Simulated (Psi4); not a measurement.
C2H4Cl (SMILES C[CH-]Cl), charge -1, singlet, geometry from GFN2-xTB (a gas-phase anion, which may not be bound at this level). Base run: TPSS/STO-3G (Psi4).

Geometry (Å):
```xyz
7

C     -0.0424     0.9430     0.1164
C      1.4607     0.7030    -0.0037
Cl    -0.8077    -0.7784     0.0146
H     -0.3693     1.3570    -0.8790
H      1.9474     1.6869    -0.0157
H      1.8339     0.1583     0.8708
H      1.8084     0.1535    -0.9008
```
Charge -1, spin multiplicity 1.
All else is at Psi4's defaults (density fitting).
Base energy -532.72986 Eh.

The base run was repeated with changes; each row names its change, and settings that it needs were set with it.

| change | ΔE vs base (mEh) | SCF cycles | grid points | basis functions |
|---|---|---|---|---|
| base | 0.000 | 7 | 148651 | 23 |
| cholesky_tolerance = 1e-6 (with scf_type cd) | (withheld) | 7 | 148651 | 23 |
| dft_nuclear_scheme = stratmann | 0.003 | 7 | 137834 | 23 |
| basis_guess = sto-3g | 0.000 | 1 | 148651 | 23 |
| diis_max_vecs = 15 | 0.000 | 7 | 148651 | 23 |
| cholesky_tolerance = 1e-3 (with scf_type cd) | -0.242 | 7 | 148651 | 23 |
| damping_percentage = 50 | -0.004 | 45 | 148651 | 23 |
| dft_pruning_scheme = treutler | 0.001 | 7 | 81193 | 23 |
| basis_guess = true | 0.000 | 7 | 148651 | 23 |
| ints_tolerance = 1e-8 | 0.000 | 7 | 148651 | 23 |
| dft_radial_scheme = mura | -0.014 | 7 | 151131 | 23 |
| guess = modhuckel | 0.000 | 9 | 148651 | 23 |
| scf_initial_accelerator = ediis | 0.000 | 7 | 148651 | 23 |

Task: What belongs in the gaps?

Result: 
- cholesky_tolerance = 1e-6 (with scf_type cd), ΔE vs base (mEh): 1.495

A gas-phase anion may not be bound at this level; its values then depend on the basis.
